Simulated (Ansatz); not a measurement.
A series at Al: from `[OH][Al]([OH])[OH]`, ligands are replaced one by one, each step taking up NH₃ and setting free H₂O; n counts the steps. Ansatz, PBE0-D4/def2-TZVP geometries. Each molecule was computed in one conformer, which needn't be the lowest.

| n | molecule | HOMO energy, ωB97M-V/def2-TZVPP (eV) |
| --- | --- | --- |
| 0 | `[OH][Al]([OH])[OH]` | ? |
| 1 | `[NH2][Al]([OH])[OH]` | -9.76 |
| 2 | `[NH2][Al]([NH2])[OH]` | -9.28 |
| 3 | `[NH2][Al]([NH2])[NH2]` | -9.14 |

By hand: fit a straight line y = ȳ + b (n − n̄) to the 3 given rows and predict n = 0.

n̄ = 2.000, ȳ = -9.393; Σ(n − n̄)(y − ȳ) = 0.620, Σ(n − n̄)² = 2.000, so b = 0.310 eV a step. Prediction: -9.393 + (0.310) × (-2.000) = -10.01 eV.

By hand: compare with the computed value, -11.53 eV, and give the steps along the whole series.

The line misses by -1.52 eV (computed minus predicted). Steps: 1.77, 0.48, 0.14 eV.

One step carries most of the change, so a line is a poor guide. The highest orbital can change its character along such a series. The miss is 63.6 % of the series' range.
